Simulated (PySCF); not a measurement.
TiF₄, SMILES [F][Ti]([F])([F])[F], multiplicity 1. Atoms are numbered in the order given.

```xyz
5

Ti     0.0000     0.0000     0.0000
F     -1.0016     1.0016    -1.0016
F      1.0016     1.0016     1.0016
F      1.0016    -1.0016    -1.0016
F     -1.0016    -1.0016     1.0016
```
Charge 0, spin multiplicity 1.

The structure is a stationary point at B3LYP-D3(BJ)/def2-SVP. The spin state was assumed, not searched. The isomer is the one that the SMILES or the coordinates give; other isomers of the formula were not compared.

Computed with PySCF with PBE/def2-TZVP.

Gas-phase values at a fixed geometry.

Computed frontier levels, gap, dipole moment and polarisability:
```json
{
  "highest_occupied_level": "-10.44 eV",
  "lowest_empty_level": "-3.98 eV",
  "orbital_gap": "6.46 eV",
  "dipole_moment": "0.00 D",
  "quadrupole, principal values (traceless, Buckingham form, about the centre of nuclear charge)": "0.00, 0.00, 0.00 D·Å",
  "mean_static_polarisability": "31.5 bohr³ (4.66 Å³)",
  "polarisability_principal_values": "31.5, 31.5, 31.5 bohr³"
}
```
